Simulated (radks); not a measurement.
Results of a calculation; reference values are marked as such.
Valence configurations of As III (all share [Ar]). Code: a radial shooting solver on a logarithmic mesh with Libxc functionals. Model: Dirac Kohn-Sham, PBE, spin-unpolarised, spherical densities, finite nucleus; open shells fill j = l - 1/2 first; Fermi nuclear charge, rms radius 4.0968 fm. Energies are relative to 3d10 4s2 4p1; eigenvalues in eV.

valence          E (eV)  e(3d3/2)  e(3d5/2)  e(4p1/2)  e(4p3/2)  e(4s1/2)
3d10 4s2 4p1      0.000   -62.271   -61.540   -22.891         -   -33.388
3d10 4s1 4p2     10.560   -63.796   -63.063   -23.611         -   -34.232
3d10 4p3         21.663   -65.404   -64.670   -24.364   -23.940         -
3d9 4s2 4p2      43.158   -73.869   -73.093   -25.321         -   -36.609
3d9 4s1 4p3      54.982   -75.418   -74.640   -26.036   -25.555   -37.444
3d8.5 4s2 4p2.5  68.488   -79.924   -79.125   -26.529   -26.025   -38.203
3d8 4s1 4p4      108.93   -87.546   -86.723   -28.374   -27.822   -40.526
3d8 4p5          121.69   -88.957   -88.133   -29.006   -28.443         -
3d7 4s2 4p4      159.54   -98.793   -97.923   -30.039   -29.425   -42.798
3d7 4s1 4p5      172.96   -100.15   -99.280   -30.649   -30.025   -43.503

NIST lists [Ar] 3d10 4s2 4p1 as the ground configuration; this level of theory agrees among the configurations tried. The energies are those of spherical spin-averaged densities, not of single terms.
